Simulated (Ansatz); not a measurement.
Molecule: sum formula H2BO2, net charge -1, singlet state. 
Geometry from a B3LYP-D3(BJ)/def2-TZVP (Ansatz, a program for electronic structure) optimisation:
```
B
O 1 1.3925
H 2 1.0005 1 110.78
O 1 1.3925 2 114.75 3 0.00
H 4 1.0005 1 110.78 2 0.00
```
Charge -1, spin multiplicity 1.

Basis-set convergence of Hartree-Fock and CCSD(T) correlation energies (hartree) with Ansatz. Cores are frozen in the correlated levels unless marked. No spin-orbit coupling. No relativistic terms.

```json
[
 {"basis": "aug-cc-pVDZ", "functions": "87", "E(HF)": "-175.60232", "E(corr, CCSD(T))": "-0.54823", "rough core time": "under 20 s"},
 {"basis": "aug-cc-pVTZ", "functions": "184", "E(HF)": "[?]", "E(corr, CCSD(T))": "[?]", "rough core time": "30 s"}
]
```

Question: What belongs in the gaps?

Answer: 
- aug-cc-pVTZ, E(HF): -175.65022
- aug-cc-pVTZ, E(corr, CCSD(T)): -0.65638
